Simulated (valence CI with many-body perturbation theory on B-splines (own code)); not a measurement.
La XLIV: electric-dipole lines

Level of theory: configuration interaction combined with many-body perturbation theory (CI+MBPT): four valence electrons over a frozen Dirac-Fock core [Ne], radial functions for each j: 11 s, 11 p, 9 d, 7 f, 5 g, 2 h, 1 i, with the one-electron correlation potential Σ1 (screened to all orders), the two-electron term Σ2, the three-electron term Σ3, Breit, model QED; selected single and double excitations, second order for the rest (own B-spline code, finite nucleus).

No measured spectrum was set against this ion. As an estimate, large intervals hold to a few tenths of a per cent, small ones and those within an open d or f shell to about a per cent.

Lines 201 to 219 of 219 in falling wavelength, among levels below 551.83 eV, chosen from the strongest by gf and those to the six lowest levels. Wavelengths and rates use the calculated energies. Electric multipoles are in the length gauge, E1 and E2 with the static RPA response of the core. Weak lines are less certain than strong ones. Lines between different terms over intervals too small for the method are left out, as are lines whose strength nearly cancels. The highest levels of a list are the least certain.

Levels are named by their leading jj configuration (3d3/2^4 stands for four electrons in 3d with j = 3/2), which in mixed levels can hold well under half, so a name can repeat and another be missing. Letters in brackets count levels of one name in rising energy.

```
λ vac (nm)                           Upper                   Lower   A (s⁻¹)  S (a.u.)
     4.040          (3s^2 3p3/2 3d5/2) J=3  (3s^2 3p1/2 3p3/2) J=2  1.10e+10  2.51e-03
     4.011  (3s 3p1/2 3p3/2 3d5/2) J=3 [c]  (3s 3p1/2^2 3p3/2) J=2  1.03e+10  2.30e-03
     3.978          (3s^2 3p3/2 3d5/2) J=1  (3s^2 3p1/2 3p3/2) J=2  1.16e+10  1.08e-03
     3.974  (3s 3p1/2 3p3/2 3d5/2) J=1 [a]  (3s 3p1/2^2 3p3/2) J=2  9.28e+09  8.62e-04
     3.893          (3s^2 3p3/2 3d5/2) J=1  (3s^2 3p1/2 3p3/2) J=1  2.25e+09  1.96e-04
     3.864  (3s 3p1/2 3p3/2 3d5/2) J=1 [b]  (3s 3p1/2^2 3p3/2) J=2  1.90e+09  1.62e-04
     3.848  (3s 3p1/2 3p3/2 3d5/2) J=3 [d]  (3s 3p1/2^2 3p3/2) J=2  1.00e+10  1.98e-03
     3.840  (3s 3p1/2 3p3/2 3d5/2) J=2 [c]  (3s 3p1/2^2 3p3/2) J=2  1.55e+09  2.16e-04
     3.769  (3s 3p1/2 3p3/2 3d5/2) J=2 [d]  (3s 3p1/2^2 3p3/2) J=2  2.52e+10  3.34e-03
     3.731      (3s 3p1/2 3p3/2^2) J=1 [a]      (3s^2 3p1/2^2) J=0  5.33e+09  4.10e-04
     3.723                (3s 3p3/2^3) J=2  (3s^2 3p1/2 3p3/2) J=2  2.65e+09  3.37e-04
     3.648                (3s 3p3/2^3) J=2  (3s^2 3p1/2 3p3/2) J=1  8.20e+08  9.82e-05
     3.626              (3s^2 3d3/2^2) J=2  (3s 3p1/2^2 3p3/2) J=2  7.82e+08  9.20e-05
     3.619      (3s 3p1/2 3p3/2^2) J=1 [b]      (3s^2 3p1/2^2) J=0  8.56e+08  6.00e-05
     3.507                (3s 3p3/2^3) J=1  (3s^2 3p1/2 3p3/2) J=2  5.49e+08  3.51e-05
     3.440                (3s 3p3/2^3) J=1  (3s^2 3p1/2 3p3/2) J=1  2.92e+08  1.76e-05
     3.266          (3s^2 3p3/2 3d3/2) J=1      (3s^2 3p1/2^2) J=0  2.31e+08  1.19e-05
     2.986          (3s^2 3p3/2 3d5/2) J=1      (3s^2 3p1/2^2) J=0  1.69e+09  6.68e-05
     2.712                (3s 3p3/2^3) J=1      (3s^2 3p1/2^2) J=0  1.10e+08  3.25e-06
```
